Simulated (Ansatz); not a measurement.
Reaction R1 → P1 + P2, each structure at its B3LYP-D3(BJ)/def2-TZVP stationary point, reached from a drawn start (curvature not checked).
R1, CH6O3Si (SMILES C[Si](O)(O)O) (charge 0, multiplicity 1):
```tsv
atom	x (Å)	y (Å)	z (Å)
O	-1.4036	-0.4823	0.9754
Si	-0.2696	0.1331	-0.0504
O	-0.7462	-0.1406	-1.6045
O	-0.1509	1.7587	0.1952
C	1.3628	-0.6732	0.2590
H	-1.8854	0.1475	1.5167
H	-1.6075	-0.5459	-1.7292
H	-0.4114	2.3276	-0.5330
H	1.7522	-0.3922	1.2390
H	1.2685	-1.7600	0.2282
H	2.0911	-0.3726	-0.4963
```
P1, CH3 (SMILES [CH3]) (charge 0, multiplicity 2):
| atom | x (Å) | y (Å) | z (Å) |
|---|---|---|---|
| C | 0.0000 | 0.0000 | 0.0000 |
| H | 1.0685 | -0.1474 | 0.0293 |
| H | -0.6611 | -0.8516 | -0.0426 |
| H | -0.4073 | 0.9991 | 0.0133 |
P2: H3O3Si (SMILES O[Si](O)O), charge 0, multiplicity 2.

P less R. No zero-point or thermal terms; singlets are restricted closed shells; open shells are unrestricted. One arrangement of each flexible species, with no search for the lowest.

Correlated levels freeze the cores.

Codes used: Ansatz (Gaussian basis) for Hartree–Fock, density functionals and correlated methods. All values are computed, each at the level named.

### Question
Predict the reaction energy from CCSD(T)/cc-pV(T+d)Z.

### Answer
4.33 eV

### Question
Give the reaction energy at the level B2PLYP/def2-TZVPP.

### Answer
4.20 eV

### Question
Estimate the reaction energy that B97M-V/def2-TZVPP returns for this input.

### Answer
4.35 eV

Ansatz is a first-principles code.
